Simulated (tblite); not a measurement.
Species: C6H9N.
Numbering: `[H]/[N:7]=[CH:6]/[CH:3]([CH:2]=[CH2:1])[CH:4]=[CH2:5]` (hydrogens: H8, H9 on C1; H10 on C2; H11 on C3; H12 on C4; H13, H14 on C5; H15 on C6; H16 on N7)

The geometry is computed with GFN2-xTB (gas phase).

Question: What internal coordinates does the optimisation give?

Answer: 
```json
{"bond": "C1=C2, C4=C5", "length (pm)": "131.8", "order": "double"}
{"bond": "C2–C3, C3–C4", "length (pm)": "150.6", "order": "single"}
{"bond": "C3–C6", "length (pm)": "150.8", "order": "single"}
{"bond": "C6=N7", "length (pm)": "125.3", "order": "double"}
{"bond": "C1–H8, C5–H13", "length (pm)": "107.7", "order": "single"}
{"bond": "C1–H9, C5–H14", "length (pm)": "107.8", "order": "single"}
{"bond": "C2–H10, C4–H12", "length (pm)": "108.0", "order": "single"}
{"bond": "C3–H11", "length (pm)": "109.4", "order": "single"}
{"bond": "C6–H15", "length (pm)": "110.0", "order": "single"}
{"bond": "N7–H16", "length (pm)": "101.7", "order": "single"}
```

Bonds in one row agree within 1 pm and their mean is given. Orders are formal, as drawn. A selection of angles:
```json
{"angle": "C2–C1–H8", "degrees": "121.8"}
{"angle": "C2–C1–H9", "degrees": "122.0"}
{"angle": "H8–C1–H9", "degrees": "116.1"}
{"angle": "C1–C2–C3", "degrees": "124.0"}
{"angle": "C1–C2–H10", "degrees": "121.7"}
{"angle": "C3–C2–H10", "degrees": "114.3"}
{"angle": "C2–C3–C4", "degrees": "109.0"}
{"angle": "C2–C3–C6", "degrees": "108.9"}
{"angle": "C2–C3–H11", "degrees": "110.1"}
{"angle": "C6–C3–H11", "degrees": "109.9"}
{"angle": "C3–C6–N7", "degrees": "120.5"}
{"angle": "C3–C6–H15", "degrees": "114.8"}
{"angle": "N7–C6–H15", "degrees": "124.7"}
{"angle": "C6–N7–H16", "degrees": "116.0"}
```

Torsions: C1–C2–C3–C4 -119° (anticlinal); C2–C3–C4–C5 119° (anticlinal); C2–C3–C6–N7 59° (synclinal); H16–N7–C6–C3 180° (antiperiplanar).

Of the pairs four or more bonds apart, N7···H10 is among the closest relative to their van der Waals radii: 2.71 Å, 99 % of the sum of Bondi's values. The C–C distances run from 1.318 Å (C1=C2, drawn double) to 1.508 Å (C3–C6, drawn single), a spread of 0.190 Å.

Point group: Cs (tolerance 0.08 Å). GFN2-xTB frequencies show an imaginary mode (63i cm⁻¹), so the point is no minimum at that level. 2 starts were optimised and ended at 0.00 and 0.53 kcal/mol (GFN2-xTB); the lowest of these is shown.

Hardware: an Arm Neoverse N1 with one thread, no GPU (shared host). That covers the optimisation of the geometry.
